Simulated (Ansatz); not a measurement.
CBP, `c1ccc2c(c1)c1ccccc1n2-c1ccc(-c2ccc(-n3c4ccccc4c4ccccc43)cc2)cc1`. The state is a triplet with charge 0. Geometry PBE-D4/def2-SVP, that of the neutral singlet.

```xyz
62

C     0.011   -8.351   -1.086
C     0.311   -7.340   -0.146
C     0.129   -5.983   -0.448
C    -0.360   -5.658   -1.724
C    -0.687   -6.669   -2.679
C    -0.493   -8.023   -2.350
C    -1.199   -5.988   -3.851
C    -1.660   -6.428   -5.105
C    -2.072   -5.480   -6.050
C    -2.016   -4.099   -5.755
C    -1.562   -3.634   -4.514
C    -1.167   -4.589   -3.563
N    -0.656   -4.404   -2.272
C    -0.470   -3.157   -1.629
C     0.774   -2.829   -1.054
C     0.949   -1.600   -0.412
C    -0.097   -0.652   -0.337
C     0.097    0.652    0.337
C    -0.561    1.817   -0.121
C    -0.374    3.053    0.506
C     0.470    3.157    1.629
N     0.656    4.404    2.272
C     1.891    4.994    2.569
C     3.190    4.544    2.279
C     4.263    5.356    2.670
C     4.054    6.588    3.329
C     2.757    7.041    3.600
C     1.661    6.246    3.217
C     0.225    6.410    3.313
C    -0.604    7.410    3.856
C    -1.993    7.243    3.807
C    -2.558    6.083    3.231
C    -1.757    5.073    2.683
C    -0.364    5.253    2.718
C     1.128    2.005    2.104
C     0.948    0.777    1.459
C    -1.336   -0.995   -0.926
C    -1.527   -2.228   -1.555
H     0.169   -9.406   -0.817
H     0.694   -7.620    0.847
H     0.352   -5.204    0.294
H    -0.741   -8.811   -3.078
H    -1.691   -7.503   -5.339
H    -2.437   -5.810   -7.034
H    -2.332   -3.370   -6.517
H    -1.508   -2.557   -4.299
H     1.611   -3.537   -1.138
H     1.937   -1.351    0.003
H    -1.200    1.763   -1.014
H    -0.863    3.955    0.112
H     3.362    3.594    1.755
H     5.290    5.025    2.455
H     4.920    7.198    3.625
H     2.593    8.008    4.100
H    -0.162    8.306    4.317
H    -2.653    8.018    4.225
H    -3.653    5.966    3.215
H    -2.205    4.168    2.250
H     1.762    2.074    2.999
H     1.446   -0.116    1.864
H    -2.183   -0.296   -0.852
H    -2.509   -2.493   -1.973
```

Single mean-field runs in def2-SVP are fitted with def2-universal-jkfit. At PBE0-D4/def2-SVP a singlet of charge 0 lies 3.22 eV below the triplet at the same geometry.

(1) Estimate the α-spin orbital energies around the gap (eV) in Ansatz with PBE-D4/def2-SVP, PBE0-D4/def2-SVP.

Answers

(1) 
```json
{"orbital": "HOMO−5", "PBE-D4/def2-SVP": "-5.97", "PBE0-D4/def2-SVP": "-7.23"}
{"orbital": "HOMO−4", "PBE-D4/def2-SVP": "-5.58", "PBE0-D4/def2-SVP": "-6.42"}
{"orbital": "HOMO−3", "PBE-D4/def2-SVP": "-5.58", "PBE0-D4/def2-SVP": "-6.42"}
{"orbital": "HOMO−2", "PBE-D4/def2-SVP": "-5.26", "PBE0-D4/def2-SVP": "-6.19"}
{"orbital": "HOMO−1", "PBE-D4/def2-SVP": "-5.03", "PBE0-D4/def2-SVP": "-5.99"}
{"orbital": "HOMO", "PBE-D4/def2-SVP": "-2.01", "PBE0-D4/def2-SVP": "-2.77"}
{"orbital": "LUMO", "PBE-D4/def2-SVP": "-1.93", "PBE0-D4/def2-SVP": "-1.13"}
{"orbital": "LUMO+1", "PBE-D4/def2-SVP": "-1.93", "PBE0-D4/def2-SVP": "-1.12"}
{"orbital": "LUMO+2", "PBE-D4/def2-SVP": "-1.26", "PBE0-D4/def2-SVP": "-0.54"}
{"orbital": "LUMO+3", "PBE-D4/def2-SVP": "-1.15", "PBE0-D4/def2-SVP": "-0.35"}
{"orbital": "LUMO+4", "PBE-D4/def2-SVP": "-1.14", "PBE0-D4/def2-SVP": "-0.34"}
{"orbital": "LUMO+5", "PBE-D4/def2-SVP": "-1.08", "PBE0-D4/def2-SVP": "-0.22"}
{"orbital": "β HOMO", "PBE-D4/def2-SVP": "-5.09", "PBE0-D4/def2-SVP": "-5.76"}
{"orbital": "β LUMO", "PBE-D4/def2-SVP": "-4.75", "PBE0-D4/def2-SVP": "-4.60"}
```
